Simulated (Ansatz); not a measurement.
A structure relaxed at PBE0-D4/def2-TZVP, charge 0, multiplicity 1:

| atom | x (Å) | y (Å) | z (Å) |
| --- | --- | --- | --- |
| C1 | -2.374 | 1.294 | -1.062 |
| C2 | -0.986 | 0.797 | -1.454 |
| Si3 | -0.212 | -0.390 | -0.223 |
| N4 | -1.204 | -1.807 | -0.152 |
| C5 | 1.556 | -0.733 | -0.777 |
| C6 | 2.322 | -1.686 | 0.134 |
| C7 | -0.205 | 0.322 | 1.515 |
| C8 | 0.613 | 1.603 | 1.657 |
| H9 | -3.057 | 0.458 | -0.891 |
| H10 | -2.341 | 1.877 | -0.137 |
| H11 | -2.813 | 1.933 | -1.833 |
| H12 | -1.028 | 0.290 | -2.427 |
| H13 | -0.302 | 1.642 | -1.599 |
| H14 | -1.377 | -2.356 | -0.979 |
| H15 | -1.177 | -2.398 | 0.663 |
| H16 | 1.516 | -1.138 | -1.796 |
| H17 | 2.089 | 0.222 | -0.862 |
| H18 | 1.802 | -2.644 | 0.231 |
| H19 | 3.327 | -1.897 | -0.241 |
| H20 | 2.432 | -1.275 | 1.142 |
| H21 | 0.174 | -0.441 | 2.205 |
| H22 | -1.244 | 0.499 | 1.812 |
| H23 | 1.663 | 1.440 | 1.400 |
| H24 | 0.585 | 1.995 | 2.677 |
| H25 | 0.240 | 2.391 | 0.996 |

Q: Give its formula and SMILES.

A: C6H17NSi, `CC[Si](N)(CC)CC`.

Q: Point group (tolerance 0.08 Å, 0.16 Å for H)?

A: C1.

Q: Summarise the bond lengths by kind.

A: 3 × C–C 1.525 to 1.526 Å; 15 × C–H 1.093 to 1.098 Å; 3 × C–Si 1.878 to 1.884 Å; 1 × N–Si 1.731 Å; 2 × H–N 1.007 Å.

Program: Ansatz 0.2.0.
